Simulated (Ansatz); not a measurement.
Z-matrix (Å, degrees):
```
C
Se 1 1.958
H 1 1.089 2 106.1
H 1 1.088 2 110.4 3 -118.6
H 1 1.087 2 110.1 3 118.6
Ge 2 2.320 1 96.8 3 175.9
F 6 1.746 2 109.5 1 71.0
H 6 1.532 2 109.6 1 -172.4
H 6 1.536 2 111.6 1 -43.7
```

Total charge 0; spin multiplicity 1.

(1) List the PBE/def2-TZVPP orbital energies in eV (the Gaussian-basis code of Ansatz). (Estimate.)

Answers

(1) The calculation gave: Occupied: -12302.39, -10805.42, -1562.36, -1403.15, -1403.12, -1403.06, -1338.70, -1192.13, -1192.13, -1192.10, -659.03, -269.91, -205.35, -163.35, -150.69, -150.60, -150.40, -114.83, -114.80, -114.73, -53.80, -53.79, -53.63, -53.56, -53.53, -31.01, -30.62, -30.58, -30.55, -30.54, -27.95, -19.01, -16.04, -13.62, -10.82, -10.69, -10.19, -9.93, -9.42, -8.79, -8.11, -7.38, -5.82. Lowest empty: -1.25, -0.70, -0.60, 0.08, 1.15, 1.46, 2.25, 2.34.
